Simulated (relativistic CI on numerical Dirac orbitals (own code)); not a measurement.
## Mn⁴⁺: 3p photoemission

Computed with this model: Dirac-Coulomb-Breit CI, KLI orbitals optimised for each configuration, model QED, multiplet model of photoemission in the sudden approximation, unscaled Slater integrals; configurations [Ar] 3d3 → [Ne] 3s2 3p5 3d3; 300 K; Lorentzian 0.8 eV and Gaussian 0.6 eV FWHM. Energies are those of the free ion, without screening or charge transfer. The energies are binding energies and can lie tens of eV above those of solids. S is read from ⟨S²⟩ = S(S + 1).

Field parameters in Wybourne normalisation: D3d B²₀ = −7Dσ, B⁴₀ = −14Dq − 21Dτ, B⁴₃ = −14√(10/7) Dq. The field is a parameter set, without covalency.

free ion: ground-state S = 1.50, centroid 122.01 eV. Peaks (eV, height): 116.2 (94), 118.1 (100), 123.3 (40), 131.3 (12), 139.1 (32), 143.5 (22).

D3d, 10Dq = 26050, Dσ = -1200, Dτ = -370 cm⁻¹: ground-state S = 1.50, centroid 122.01 eV. Peaks (eV, height): 116.5 (100), 119.6 (33), 125.2 (21), 135.9 (7), 142.4 (19).

Strongest unbroadened transitions for free ion:

| Energy (eV) | Relative strength |
| --- | --- |
| 115.23 | 23.5 |
| 115.27 | 36.3 |
| 115.29 | 49.0 |
| 115.30 | 22.6 |
| 116.26 | 17.9 |
| 116.30 | 99.0 |
| 116.31 | 66.8 |
| 117.93 | 30.6 |
| 118.08 | 20.4 |
| 118.12 | 80.2 |
| 118.18 | 100.0 |
| 118.90 | 56.8 |
| 119.76 | 20.3 |
| 122.48 | 18.8 |
| 123.36 | 59.7 |
| 131.23 | 25.4 |
| 139.09 | 62.4 |
| 143.58 | 38.0 |
